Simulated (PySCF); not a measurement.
Isomers of C2H6NSi2 (doublet state), one GFN2-xTB conformer each. Single-point energies are computed at B3LYP/pcH-1 (PySCF, gas phase, no added dispersion term), electronic only. GFN2-xTB treats the open shell by occupation alone, and not every SCF solution was tested for stability.

| SMILES | GFN2-xTB relative energy (kcal/mol) |
| --- | --- |
| N#C[SiH]C[SiH3] | 0.0 |
| N#C[SiH2][CH][SiH3] | 11.7 |
| N#C[SiH2]C[SiH2] | 4.3 |

Conformers: `[N:1]#[C:2][SiH:3][CH2:4][SiH3:5]` (doublet state) with C2–Si3–C4–Si5 -74°; `[N:1]#[C:2][SiH2:3][CH:4][SiH3:5]` (doublet state) with C2–Si3–C4–Si5 52°; `[N:1]#[C:2][SiH2:3][CH2:4][SiH2:5]` (doublet state) with C2–Si3–C4–Si5 -58°, Si3–C4–Si5–H 67° and -63°.

**Question.** What does B3LYP/pcH-1 give for the same structures?

**Answer.** 
```
             SMILES  B3LYP/pcH-1 E (Eh)  B3LYP/pcH-1 (kcal/mol)  GFN2-xTB (kcal/mol)  point group
    N#C[SiH]C[SiH3]          -713.54459                     0.0                  0.0           C1
   N#C[SiH2]C[SiH2]          -713.54399                     0.4                  4.3           C1
N#C[SiH2][CH][SiH3]          -713.53044                     8.9                 11.7           C1
```

Both levels put the same isomer lowest; measured from each level's own lowest isomer, the values differ by up to 3.9 kcal/mol (N#C[SiH2]C[SiH2]: 4.3 against 0.4). Neighbours under 5.0 kcal/mol apart (N#C[SiH]C[SiH3] and N#C[SiH2]C[SiH2]) can change places with a better method, another conformer or zero-point energy.
